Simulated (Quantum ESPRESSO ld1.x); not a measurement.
I2+, 51 electrons, occupied as [Kr] 4d10 5s2 5p3 (the NIST ground configuration).

Calculated with ld1.x of Quantum ESPRESSO 7.5: Dirac Kohn-Sham, PBEsol, spin-unpolarised, spherical densities, point nucleus; open shells fill j = l - 1/2 first.

Energy parts (eV):
part                   energy
total                 -193608
kinetic                205213
electron-nucleus      -469626
Hartree                 75647
exchange-correlation    -4843

Orbitals (lengths in bohr, moments of r in powers of bohr):
\begin{tabular}{lrrrrr}
orbital & occ. & eigenvalue (eV) & <1/r> & <r> & <r^4> \\ \hline
1s1/2 & 2 & -32964.8 & 56.82 & 0.02723 & 2.645e-06 \\
2s1/2 & 2 & -5108.84 & 13.26 & 0.1168 & 0.0004498 \\
2p1/2 & 2 & -4795.16 & 13.24 & 0.09849 & 0.0002871 \\
2p3/2 & 4 & -4496.65 & 12.21 & 0.1042 & 0.0003445 \\
3s1/2 & 2 & -1047.05 & 4.727 & 0.3140 & 0.01938 \\
3p1/2 & 2 & -917.352 & 4.639 & 0.3041 & 0.01847 \\
3p3/2 & 4 & -861.182 & 4.385 & 0.3157 & 0.02127 \\
3d3/2 & 4 & -632.490 & 4.240 & 0.2866 & 0.01732 \\
3d5/2 & 6 & -620.674 & 4.175 & 0.2902 & 0.01810 \\
4s1/2 & 2 & -200.265 & 1.902 & 0.7399 & 0.5642 \\
4p1/2 & 2 & -154.990 & 1.792 & 0.7726 & 0.7054 \\
4p3/2 & 4 & -144.006 & 1.709 & 0.8009 & 0.8150 \\
4d3/2 & 4 & -71.2068 & 1.457 & 0.9127 & 1.624 \\
4d5/2 & 6 & -69.4833 & 1.436 & 0.9240 & 1.708 \\
5s1/2 & 2 & -35.8711 & 0.6973 & 1.876 & 23.15 \\
5p1/2 & 2 & -25.2642 & 0.6008 & 2.153 & 41.75 \\
5p3/2 & 1 & -23.9642 & 0.5763 & 2.232 & 48.12 \\
\end{tabular}

The highest occupied level is 5p3/2 at -23.964 eV. For comparison, the ionisation energy in NIST's Atomic Spectra Database is 29.57 eV (measured). In exact Kohn-Sham theory the highest level is minus the ionisation energy, but local and semilocal functionals leave it too shallow, through self-interaction and a potential that decays too fast; potentials with the right tail come closer.

Beside tabulated values, note that spin-unpolarised runs miss the spin-polarisation part of the exchange energy of open shells.
